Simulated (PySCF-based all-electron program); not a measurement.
Values are calculated unless marked as measured or tabulated.
**Forces on CH3CdCl, singlet in several shapes**

Method: all-electron DFT (in-house code on PySCF), basis-limit composite values; Koelling–Harmon scalar relativity, no spin–orbit coupling, spin-restricted. Forces are good to about 0.020 eV/Å. Atoms are numbered as listed.

Shape A:

```xyz
6

Cd    0.0000    0.0000    0.0000
C     0.0000    0.0000    2.1064
Cl    0.0000    0.0000   -2.3027
H     1.0342    0.0000    2.4690
H    -0.5171    0.8957    2.4689
H    -0.5171   -0.8957    2.4689
```

PBE forces:

| atom | Fx | Fy | Fz (eV/Å) |
| --- | --- | --- | --- |
| Cd1 | 0.000 | 0.000 | 0.018 |
| C2 | 0.000 | 0.000 | -0.004 |
| Cl3 | 0.000 | 0.000 | -0.012 |
| H4 | -0.022 | 0.000 | -0.001 |
| H5 | 0.011 | -0.019 | -0.001 |
| H6 | 0.011 | 0.019 | -0.001 |

Shape B:

```json
{"atom": "Cd", "x (Å)": "0.0000", "y (Å)": "0.0000", "z (Å)": "0.0000"}
{"atom": "C", "x (Å)": "0.0000", "y (Å)": "0.0000", "z (Å)": "2.3171"}
{"atom": "Cl", "x (Å)": "0.0000", "y (Å)": "0.0000", "z (Å)": "-2.3027"}
{"atom": "H", "x (Å)": "1.0342", "y (Å)": "0.0000", "z (Å)": "2.6796"}
{"atom": "H", "x (Å)": "-0.5171", "y (Å)": "0.8957", "z (Å)": "2.6796"}
{"atom": "H", "x (Å)": "-0.5171", "y (Å)": "-0.8957", "z (Å)": "2.6796"}
```

Against shape A, Cd1–C2 goes from 2.106 to 2.317 Å.

Q: What forces does PBE give in shape B?

A: 

| atom | Fx | Fy | Fz (eV/Å) |
| --- | --- | --- | --- |
| Cd1 | 0.000 | 0.000 | 1.735 |
| C2 | 0.000 | 0.000 | -1.158 |
| Cl3 | 0.000 | 0.000 | -0.062 |
| H4 | 0.011 | 0.000 | -0.172 |
| H5 | -0.005 | 0.009 | -0.172 |
| H6 | -0.005 | -0.009 | -0.172 |

Shape C:

```xyz
6

Cd    0.0000    0.0000    0.0000
C     0.0000    0.0000    1.8958
Cl    0.0000    0.0000   -2.3027
H     1.0342    0.0000    2.2583
H    -0.5171    0.8957    2.2583
H    -0.5171   -0.8957    2.2583
```

Against shape A, Cd1–C2 goes from 2.106 to 1.896 Å.

Q: What forces does PBE give in shape C?

A: 

```json
{"atom": "Cd1", "Fx": "0.000", "Fy": "0.000", "Fz (eV/Å)": "-4.128"}
{"atom": "C2", "Fx": "0.000", "Fy": "0.000", "Fz (eV/Å)": "3.485"}
{"atom": "Cl3", "Fx": "0.000", "Fy": "0.000", "Fz (eV/Å)": "-0.004"}
{"atom": "H4", "Fx": "-0.050", "Fy": "0.000", "Fz (eV/Å)": "0.216"}
{"atom": "H5", "Fx": "0.025", "Fy": "-0.043", "Fz (eV/Å)": "0.216"}
{"atom": "H6", "Fx": "0.025", "Fy": "0.043", "Fz (eV/Å)": "0.216"}
```
